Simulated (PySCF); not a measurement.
PySCF job for dimethyl(silyl)silane (C₂H₁₀Si₂), SMILES C[SiH](C)[SiH3], r2SCAN-D4/def2-SVP. Coordinates come from a r2SCAN-D4/def2-SVP optimisation.

```python
import numpy as np
from pyscf import gto, scf, dft, df
from pyscf.hessian import thermo

mol = gto.M(
    atom='''
    Si    1.79928123    0.09778165   -0.00000000
    Si   -0.49317028   -0.42302287   -0.00000000
    C    -1.30982352    0.27282362    1.55241616
    C    -1.30982352    0.27282363   -1.55241616
    H     2.48617166   -0.45162460    1.21198081
    H     2.48617165   -0.45162460   -1.21198082
    H     1.99307655    1.58434131   -0.00000001
    H    -0.62983667   -1.91753464    0.00000000
    H    -0.85723152   -0.14281145    2.46657788
    H    -2.38550574    0.03123355    1.56843213
    H    -1.20888981    1.36954598    1.59346554
    H    -1.20888983    1.36954597   -1.59346553
    H    -0.85723153   -0.14281145   -2.46657787
    H    -2.38550575    0.03123354   -1.56843212
    ''',
    basis='def2-SVP',
    charge=0,
    spin=0,
    max_memory=1600,
    verbose=3,
)
mf = dft.RKS(mol, xc='r2scan').density_fit(auxbasis='def2-universal-jkfit')
mf.disp = 'd4'
mf.grids.level = 4
mf.conv_tol = 1e-11
mf.max_cycle = 100
mf.kernel()

# [left out here: the lines that compute and print the analytic Hessian (its translational invariance restored by hand, since the grid's response is missing), thermochemistry and intensities]
```

Program output:

```
[...]
Normal mode                   x     y     z       x     y     z       x     y     z
       0  Si                 0.01 -0.03 -0.00   -0.00  0.00 -0.03   -0.00 -0.00  0.00
       1  Si                 0.00 -0.01 -0.00   -0.00  0.00 -0.02   -0.00  0.00 -0.01
       2   C                -0.00  0.01 -0.00   -0.00 -0.01  0.01   -0.04  0.03  0.08
       3   C                -0.00  0.01  0.00    0.00  0.01  0.01    0.04 -0.03  0.08
       4   H                -0.26  0.46  0.37    0.17  0.42  0.08    0.01  0.00 -0.00
       5   H                -0.26  0.46 -0.37   -0.17 -0.42  0.08   -0.01 -0.00 -0.00
       6   H                 0.34 -0.06  0.00   -0.00  0.00  0.71    0.00  0.00 -0.00
       7   H                -0.02 -0.01  0.00    0.00  0.00  0.14    0.00  0.00  0.02
       8   H                 0.00 -0.02 -0.01   -0.02  0.03  0.04    0.24 -0.20 -0.18
       9   H                 0.00 -0.01  0.00   -0.01  0.02 -0.00    0.01 -0.17 -0.31
      10   H                -0.01  0.01  0.03    0.01 -0.01 -0.03    0.18  0.02 -0.32
      11   H                -0.01  0.01 -0.03   -0.01  0.01 -0.03   -0.18 -0.02 -0.32
      12   H                 0.00 -0.02  0.01    0.02 -0.03  0.04   -0.24  0.20 -0.18
      13   H                 0.00 -0.01 -0.00    0.01 -0.02 -0.00   -0.01  0.17 -0.31
Mode                                21                  22                  23
Irrep
Freq [cm^-1]                     1256.3785           1425.4078           1426.9335
Reduced mass [au]                   1.2329              1.0508              1.0505
Force const [Dyne/A]                1.1466              1.2580              1.2602
Char temp [K]                    1807.6489           2050.8444           2053.0396
Normal mode                   x     y     z       x     y     z       x     y     z
       0  Si                -0.00 -0.00  0.00    0.00  0.00 -0.00    0.00 -0.00 -0.00
       1  Si                -0.00  0.00  0.00   -0.00 -0.00  0.00   -0.00  0.00  0.00
       2   C                 0.04 -0.03 -0.07    0.03  0.03  0.00    0.02 -0.03  0.02
       3   C                 0.04 -0.03  0.07   -0.03 -0.03  0.00   -0.02  0.03  0.02
       4   H                 0.01  0.01 -0.00   -0.00  0.00  0.00   -0.00 -0.00  0.00
       5   H                 0.01  0.01  0.00    0.00 -0.00  0.00    0.00  0.00  0.00
       6   H                 0.00 -0.00  0.00   -0.00  0.00  0.00   -0.00  0.00 -0.00
       7   H                 0.01  0.01 -0.00    0.00 -0.00  0.01    0.00  0.00 -0.02
       8   H                -0.24  0.21  0.19   -0.31 -0.39 -0.02    0.21 -0.09 -0.11
       9   H                -0.01  0.18  0.31    0.04 -0.04  0.29   -0.09  0.44 -0.14
      10   H                -0.19 -0.02  0.31   -0.17  0.05 -0.32   -0.42  0.02 -0.06
      11   H                -0.19 -0.02 -0.31    0.17 -0.05 -0.32    0.42 -0.02 -0.06
      12   H                -0.24  0.21 -0.19    0.31  0.39 -0.02   -0.21  0.09 -0.11
      13   H                -0.01  0.18 -0.31   -0.04  0.04  0.29    0.09 -0.44 -0.14
Mode                                24                  25                  26
Irrep
Freq [cm^-1]                     1434.6254           1438.4018           2180.9678
Reduced mass [au]                   1.0463              1.0463              1.0399
Force const [Dyne/A]                1.2688              1.2754              2.9144
Char temp [K]                    2064.1065           2069.5399           3137.9271
Normal mode                   x     y     z       x     y     z       x     y     z
       0  Si                -0.00 -0.00 -0.00   -0.00 -0.00 -0.00   -0.00  0.01  0.00
       1  Si                 0.00 -0.00  0.00    0.01  0.01  0.00   -0.00 -0.03  0.00
       2   C                 0.02 -0.02  0.02    0.03  0.03  0.00   -0.00 -0.00  0.00
       3   C                 0.02 -0.02 -0.02    0.03  0.03 -0.00   -0.00 -0.00 -0.00
       4   H                 0.00  0.00  0.00    0.00  0.00 -0.00    0.06 -0.05  0.12
       5   H                 0.00  0.00 -0.00    0.00  0.00  0.00    0.06 -0.05 -0.12
       6   H                 0.00 -0.00  0.00    0.00 -0.00  0.00   -0.02 -0.07  0.00
       7   H                -0.01 -0.00 -0.00   -0.02  0.00  0.00    0.09  0.95 -0.00
       8   H                 0.19 -0.13 -0.12   -0.32 -0.38 -0.01    0.00 -0.00  0.00
       9   H                -0.09  0.43 -0.12    0.05 -0.08  0.31   -0.00 -0.00  0.00
      10   H                -0.43  0.03 -0.10   -0.12  0.05 -0.32    0.00 -0.00 -0.01
      11   H                -0.43  0.03  0.10   -0.12  0.05  0.32    0.00 -0.00  0.01
      12   H                 0.19 -0.13  0.12   -0.32 -0.38  0.01    0.00 -0.00 -0.00
      13   H                -0.09  0.43  0.12    0.05 -0.08 -0.31   -0.00 -0.00 -0.00
Mode                                27                  28                  29
Irrep
Freq [cm^-1]                     2194.9412           2205.2899           2208.3380
Reduced mass [au]                   1.0263              1.0441              1.0507
Force const [Dyne/A]                2.9133              2.9918              3.0191
Char temp [K]                    3158.0316           3172.9212           3177.3067
Normal mode                   x     y     z       x     y     z       x     y     z
       0  Si                -0.01 -0.02  0.00    0.02 -0.03 -0.00    0.00 -0.00  0.04
       1  Si                 0.00  0.00  0.00   -0.00 -0.01 -0.00   -0.00 -0.00  0.00
       2   C                -0.00  0.00 -0.00    0.00  0.00  0.00   -0.00 -0.00 -0.00
       3   C                -0.00  0.00  0.00    0.00  0.00 -0.00    0.00  0.00 -0.00
       4   H                 0.14 -0.13  0.26   -0.27  0.21 -0.49   -0.32  0.26 -0.55
       5   H                 0.14 -0.13 -0.26   -0.27  0.21  0.49    0.32 -0.26 -0.55
       6   H                 0.10  0.87  0.00    0.07  0.43 -0.00    0.00  0.00  0.01
       7   H                -0.01 -0.03 -0.00    0.02  0.21  0.00    0.00  0.00 -0.00
       8   H                 0.00 -0.00 -0.00    0.00 -0.00  0.00    0.00 -0.00 -0.00
       9   H                -0.00  0.00  0.00   -0.00 -0.00 -0.00   -0.00  0.00 -0.00
      10   H                -0.00 -0.00  0.00   -0.00 -0.00  0.00    0.00 -0.00 -0.00
      11   H                -0.00 -0.00 -0.00   -0.00 -0.00 -0.00   -0.00  0.00 -0.00
      12   H                 0.00 -0.00  0.00    0.00 -0.00 -0.00   -0.00  0.00 -0.00
      13   H                -0.00  0.00 -0.00   -0.00 -0.00  0.00    0.00 -0.00 -0.00
Mode                                30                  31                  32
Irrep
Freq [cm^-1]                     3031.2734           3031.6341           3134.2808
Reduced mass [au]                   1.0357              1.0359              1.1026
Force const [Dyne/A]                5.6073              5.6094              6.3816
Char temp [K]                    4361.3275           4361.8464           4509.5323
Normal mode                   x     y     z       x     y     z       x     y     z
       0  Si                 0.00  0.00  0.00    0.00  0.00 -0.00    0.00  0.00 -0.00
       1  Si                 0.00 -0.00 -0.00    0.00 -0.00  0.00   -0.00 -0.00 -0.00
       2   C                -0.02  0.01  0.03    0.02 -0.01 -0.03   -0.05 -0.04 -0.01
       3   C                -0.02  0.01 -0.03   -0.02  0.01 -0.03    0.05  0.04 -0.01
       4   H                -0.00 -0.00 -0.00   -0.00 -0.00  0.00   -0.00  0.00 -0.00
       5   H                -0.00 -0.00  0.00    0.00  0.00  0.00    0.00 -0.00 -0.00
       6   H                -0.00 -0.00 -0.00   -0.00 -0.00  0.00    0.00  0.00  0.00
       7   H                -0.00  0.00  0.00   -0.00  0.00 -0.00    0.00  0.00  0.00
       8   H                -0.16  0.15 -0.31    0.16 -0.15  0.30    0.04 -0.05  0.09
       9   H                 0.41  0.10  0.00   -0.41 -0.10 -0.00    0.49  0.11 -0.01
      10   H                -0.04 -0.40 -0.01    0.04  0.40  0.01    0.03  0.43  0.01
      11   H                -0.04 -0.40  0.01   -0.04 -0.40  0.01   -0.03 -0.43  0.01
      12   H                -0.16  0.15  0.31   -0.16  0.15  0.30   -0.04  0.05  0.09
      13   H                 0.41  0.10 -0.00    0.41  0.10 -0.00   -0.49 -0.11 -0.01
Mode                                33                  34                  35
Irrep
Freq [cm^-1]                     3134.5602           3142.2254           3142.7357
Reduced mass [au]                   1.1021              1.1023              1.1023
Force const [Dyne/A]                6.3801              6.4125              6.4144
Char temp [K]                    4509.9342           4520.9627           4521.6970
Normal mode                   x     y     z       x     y     z       x     y     z
       0  Si                 0.00  0.00  0.00   -0.00 -0.00  0.00   -0.00 -0.00 -0.00
       1  Si                -0.00 -0.00  0.00    0.00 -0.00  0.00    0.00 -0.00 -0.00
       2   C                -0.05 -0.04 -0.01    0.03 -0.04  0.04   -0.03  0.04 -0.04
       3   C                -0.05 -0.04  0.01    0.03 -0.04 -0.04    0.03 -0.04 -0.04
       4   H                 0.00  0.00  0.00   -0.00  0.00 -0.00    0.00  0.00  0.00
       5   H                 0.00  0.00 -0.00   -0.00  0.00  0.00   -0.00 -0.00  0.00
       6   H                 0.00  0.00 -0.00    0.00  0.00 -0.00    0.00  0.00  0.00
       7   H                 0.00  0.01 -0.00   -0.00  0.00 -0.00   -0.00  0.00 -0.00
       8   H                 0.05 -0.06  0.11   -0.23  0.20 -0.46    0.23 -0.21  0.46
       9   H                 0.50  0.11 -0.01   -0.14 -0.04  0.01    0.16  0.04 -0.01
      10   H                 0.03  0.42  0.01    0.04  0.35  0.02   -0.04 -0.34 -0.02
      11   H                 0.03  0.42 -0.01    0.04  0.35 -0.02    0.04  0.34 -0.02
      12   H                 0.05 -0.06 -0.11   -0.23  0.20  0.46   -0.23  0.21  0.46
      13   H                 0.50  0.11  0.01   -0.14 -0.04 -0.01   -0.16 -0.04 -0.01
temperature 298.1500 [K]
pressure 101325.00 [Pa]
Rotational constants [GHz] 5.01740 2.67126 1.98296
Symmetry number 1
Zero-point energy (ZPE) 0.10637 [Eh]   279272.517 [J/mol]
                           tot       elec      trans        rot        vib
Entropy [J/mol/K]       365.548      0.000    164.904    112.526     88.118
Cv [J/mol/K]            123.597      0.000     12.472     12.472     98.653
Cp [J/mol/K]            131.911      0.000     20.786     12.472     98.653
Internal energy [J/mol]                      3718.434   3718.434 294005.813
Internal energy [Eh]   -660.76190  -660.87672
Enthalpy [J/mol]                             6197.391   3718.434 294005.813
Enthalpy [Eh]          -660.76096
Gibbs free energy [J/mol]                  -42968.644 -29831.265 267733.342
Gibbs free energy [Eh] -660.80247
mode   freq/cm-1   IR/(km/mol)
   1      101.26         0.013
   2      127.20         1.528
   3      151.97         0.888
   4      164.43         0.000
   5      179.83         0.500
   6      201.78         1.669
   7      407.02         1.374
   8      465.88        16.501
   9      487.13        13.589
  10      607.82         3.272
  11      650.16         6.380
  12      695.22        26.153
  13      701.74         5.657
  14      756.96        19.033
  15      833.79       369.406
  16      857.24        53.997
  17      891.83        55.781
  18      898.79         2.690
  19      935.45        36.844
  20      938.47        60.005
  21     1248.75        24.265
  22     1256.38         9.227
  23     1425.41         0.044
  24     1426.93         4.040
  25     1434.63         4.988
  26     1438.40         8.380
  27     2180.97        94.305
  28     2194.94        66.408
  29     2205.29       128.850
  30     2208.34       100.749
  31     3031.27         5.444
  32     3031.63         5.515
  33     3134.28         0.037
  34     3134.56         6.877
  35     3142.23         4.130
  36     3142.74         2.015
max |gradient| / (hartree/bohr): 0.00012746076086447258
APT charges: [ 0.6172  0.9887 -0.3672 -0.3672 -0.2327 -0.2327 -0.2331 -0.2901  0.0272
  0.0068  0.0242  0.0242  0.0272  0.0068]
```

Self-consistency was reached.

Cost: about 9 core-minutes (a rough figure).
